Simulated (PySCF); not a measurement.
Method: PySCF 2.14.0 with PBE-D3(BJ)/def2-TZVP // BP86-D3(BJ)/def2-SVP. Isolated molecules, 0 K electronic values unless said otherwise. 

Reference species: [Ti(Cl)3] (neutral, multiplicity 2).

```
Property                                 Result
-------------------------------------  --------
highest occupied spin orbital          -5.51 eV
coordination number                           3
charge on the central atom (Mulliken)    0.92 e
```

After one change: the highest occupied spin orbital falls by 1.66 eV; the coordination number hardly moves; the charge on the central atom (Mulliken) decreases by 0.37 e.

Problem. Name the change that produced these shifts. The new species is one of these.
(A) [Hf(Cl)3]
(B) [Pd(Cl)3]
(C) [Zr(Cl)3]
(D) [Pt(Cl)3]

Solution. B, [Pd(Cl)3]
